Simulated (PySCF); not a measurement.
# Molecular orbitals of RbLi

PBE0 at R = 3.534 Å; basis Rb x2c-TZVPall, Li x2c-TZVPall; spin-free X2C with a Gaussian nucleus; PySCF 2.14. State: ¹Σ⁺ (singlet), closed shell. Only the outer orbitals are listed, counted within each symmetry.

```tsv
orbital	occ.	ε (eV)	on Rb (%)	main shells (%)
7σ	2	-54.64	0	100 Li s
8σ	2	-34.70	100	100 Rb s
4π	2	-17.62	100	100 Rb p
4π	2	-17.62	100	100 Rb p
9σ	2	-17.57	100	100 Rb p
10σ	2	-3.19	44	55 Li s, 39 Rb s
11σ	0	-1.25	71	46 Rb s, 24 Rb p, 23 Li s
5π	0	-0.55	73	65 Rb p, 27 Li p
5π	0	-0.55	73	65 Rb p, 27 Li p
```

Question: Which are the highest filled and the lowest empty level, where do they sit, and how wide is the gap?

Answer: Highest filled 10σ at -3.19 eV (in %: 55 Li s, 39 Rb s); lowest empty 11σ at -1.25 eV (in %: 46 Rb s, 24 Rb p, 23 Li s); the gap at PBE0 is 1.94 eV.

```
bond order (Mayer)                               : 0.99
⟨S²⟩                                             : 0.000
charge on Rb (Mulliken, basis-dependent)         : 0.12
charge on Rb (Löwdin, basis-dependent)           : -0.04
dipole moment (positive dipole means Rb(−)Li(+)) : -3.92 D
polarisability along the bond                    : 454.9 bohr³
polarisability across the bond                   : 255.4 bohr³
```

Closed-shell solutions of metal pairs were not tested for spin polarisation, which can lower them a little.
